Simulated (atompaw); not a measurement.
**Pseudopotential generation for silicon (Si): PAW (atompaw), LDA (PW92), scalar-relativistic.**

- Element: silicon (Si)
- Generator: atompaw 4.2.0.5
- Type: PAW
- Functional: LDA (PW92)
- Relativity: scalar-relativistic
- Frozen core: [Ne]
- Valence charge: 4
- Reference configuration: 3s2 3p1 (charge +1)
- Partial waves: 3s (bound): rc 1.60 bohr; 3s channel at -0.8 Ry: rc 1.60 bohr; 3p (bound): rc 1.60 bohr; 3p channel at 0.4 Ry: rc 1.60 bohr; 3d channel at 0.35 Ry: rc 1.50 bohr
- Local potential: bessel scheme, radius 1.10 bohr
- Core correction: smooth core density matched at 1.55 bohr
- Augmentation charge: besselshape compensation charge, radius 1.30 bohr; PAW radius 1.60 bohr; waves and projectors: custom polynom2 7 10 vanderbiltortho

All-electron outer shells of the reference configuration (LDA (PW92), scalar-relativistic, ld1.x):

```tsv
shell	level (eV)	outermost node (bohr)	outermost maximum (bohr)
3s	-19.10	0.72	1.73
3p	-11.75	0.71	2.01
```

Estimate the cutoffs (Ry, on a coarse ladder) from which the occupation-weighted sum of valence levels, in a spherical-Bessel basis at the reference potential, stays within 10 and 1 mRy of its value at 400 Ry.

18 Ry and 21 Ry.

What does a ghost test show?

Ghost state, extra bound levels that the all-electron valence spectrum of the same l lacks: s at -145.3 eV. A true bound ghost makes a file unfit for plane-wave use.

Is the overlap operator S = 1 + Σ q|β⟩⟨β| positive definite (Bessel basis up to 400 Ry)?

Yes: its lowest eigenvalue is 0.18 (s channel).

Which valence shell sets the plane-wave cutoff?

3s: its level needs 21 Ry to come within 1 mRy, against 8 Ry for 3p.
